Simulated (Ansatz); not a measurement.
FH7N2Si2, SMILES `N[SiH2][SiH](N)F` at its PBE0-D4/def2-TZVP geometry, where that method's forces vanish. Charge 0, multiplicity 1.

```xyz
12

N     0.6789   -0.7812   -1.6136
Si    0.9021    0.6865   -0.7167
Si   -0.7622    0.6633    0.9312
N    -0.7154   -0.9012    1.5906
F    -2.1668    1.0256    0.2189
H    -0.1947   -0.9133   -2.1008
H     1.4417   -1.1193   -2.1805
H     0.8644    1.9473   -1.5207
H     2.2529    0.6074   -0.0967
H    -0.6436    1.6447    2.0391
H    -0.4616   -1.6889    1.0167
H    -1.1957   -1.1710    2.4324
```

Task: What forces (eV/Å) does r2SCAN-D4/def2-TZVPP give on these atoms in the Gaussian-basis code of Ansatz? (Best estimate.)

Result: Ansatz gave: 
```
N1   0.003 -0.021  0.043
Si2  0.018  0.045  0.030
Si3  0.048  0.068  0.015
N4   0.017  0.009 -0.002
F5  -0.054  0.010 -0.028
H6  -0.003 -0.014 -0.031
H7  -0.004 -0.015 -0.036
H8   0.008  0.001  0.008
H9  -0.014  0.005 -0.016
H10 -0.002 -0.018 -0.012
H11 -0.012 -0.030  0.015
H12 -0.007 -0.038  0.015
```
